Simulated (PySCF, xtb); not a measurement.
Br₂Cu, SMILES [Br][Cu-][Br], charge -1, multiplicity 1.

Harmonic wavenumbers (cm⁻¹) from xtb with GFN2-xTB at its own minimum, in rising order: 68, 68, 139, 295.

Problem. What does PBE-D3(BJ)/def2-SVPD in PySCF give at its own minimum? (An estimate is asked for; the answer gives what the named calculation found.)

Solution. 71, 71, 179, 312. Paired by order, the mean absolute difference is 16 cm⁻¹ and the zero-point energies are 0.8 and 0.9 kcal/mol.
